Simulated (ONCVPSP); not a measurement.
beryllium: from the effect back to the setting (ONCV)

Base potential:

Be (Z = 4), optimised norm-conserving Vanderbilt (ONCV), made with ONCVPSP 4.0.1 (BLYP, scalar-relativistic). Core none, reference 1s2 2s1 2p1. Waves: 1s+2s: rc 0.85 bohr, ncon 3, nbas 6, qcut 11.8 1/bohr, 2 projectors; 2p: rc 4.00 bohr, ncon 4, nbas 8, qcut 3.9 1/bohr, 2 projectors, debl 1.1 Ha. Local part: polynomial inside 0.55 bohr (lpopt 4, dvloc0 6 Ha). Core correction: none.

Cutoffs, loose and tight: the cutoffs (Ha) at which the residual kinetic energy of the hardest occupied pseudo-wave falls to 1 and 0.1 mHa per electron. They do not see the model core or the augmentation charge, which bear on the density cutoff. Test errors are all-electron minus pseudo excitation energies from the reference, over the configurations 1s2 2s2 2p0; 1s2 2s1 2p0; 1s2 2s0 2p0; 1s2 2s1.5 2p0; variants that change the core or the reference have their own tests.

Only the scale of all radii (base = 1) is moved:

```csv
scale of all radii (base = 1),"cutoff, loose","cutoff, tight",bound ghosts,largest test error (meV)
0.81,115 Ha,285 Ha,p,+118
0.85,73 Ha,203 Ha,p,+135
0.94,63 Ha,136 Ha,p,3 of 4 tests not solved or not reliable
1.08,56 Ha,65 Ha,none,+228
1.16,53 Ha,61 Ha,none,+270
1.25,51 Ha,59 Ha,p,3 of 4 tests not solved or not reliable
1.29,50 Ha,58 Ha,none,+362
```

**Question.** One more run gave cutoff, loose: 60 Ha; cutoff, tight: 75 Ha; bound ghosts: p; largest test error (meV): +189. Which value of the scale of all radii (base = 1) was used?

**Answer.** 0.99. The loose cutoff moves one way along this sweep, from 115 Ha at 0.81 to 50 Ha at 1.29, which places the run between 0.94 and 1.08.
